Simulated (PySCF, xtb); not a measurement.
Pt(OH)2 (H₂O₂Pt), SMILES [OH][Pt][OH] (connectivity only; charge and spin as stated), neutral, multiplicity 3. One conformer was computed; it need not be the lowest.

Harmonic wavenumbers (cm⁻¹) from xtb 6.7.1 with GFN2-xTB at its own minimum, in rising order: 116, 172, 215, 430, 487, 532, 566, 3601, 3606.

**Question.** What does PBE-D3(BJ)/def2-TZVP (PySCF 2.14.0) give at its own minimum? (Estimate from the structure and the level; the computed values follow.)

**Answer.** 159, 217, 361, 636, 640, 680, 684, 3688, 3688. Paired by order, the mean absolute difference is 114 cm⁻¹ and the zero-point energies are 13.9 and 15.4 kcal/mol.
